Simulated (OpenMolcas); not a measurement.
Os5+ among 5 point charges of -1.3 e arranged as a square pyramid (C4v), 1.85 Å from the ion, with the axial distance 1.739 Å.

| Quantity | Value |
| --- | --- |
| Program | OpenMolcas |
| Method | SS-CASPT2, IPEA 0.25 Eh, imaginary shift 0.1 Eh (closed shells correlated: 4f 5s 5p) |
| Basis | ANO-RCC-VTZP [8s7p5d3f2g1h] |
| Scalar Hamiltonian | DKH2, point nucleus |
| Active space | 3 electrons in 5 orbitals (5d) |
| State averaging | 2S+1 = 4 even, 10 roots; 2S+1 = 2 even, 40 roots |
| Spin-orbit coupling | RASSI with atomic mean-field integrals over the reference wave functions |

What is the spin-free ground state?

A state of multiplicity 4, 1-fold in its orbital part, 100 % from free-ion F terms; it has the highest spin that d3 allows.

Where is the first state of the same spin?

A 2-fold state lies at 3810 cm-1 above the ground state.

What are the lowest two levels with spin-orbit coupling?

A 2-fold level with g = 0.77, 1.05, 1.05, then a 2-fold level 1850 cm-1 above it. Their leading multiplicities are 4 (82 %) and 4 (86 %).

What is χT at 300 K?

0.11 cm3 K/mol.

Spin-orbit coupling mixes the spin-free states strongly: the lowest level takes only 38 % from its leading state, 2S+1 = 4, which lies 3812 cm-1 above the lowest spin-free state. Free-ion shares, where given, are those of the reference states; single-state CASPT2 does not remix them. Point charges carry no covalency, so the field is a model and not that of real ligands. An unlabelled pair can be two single states that coincide in this model. No measured value stands beside these numbers.
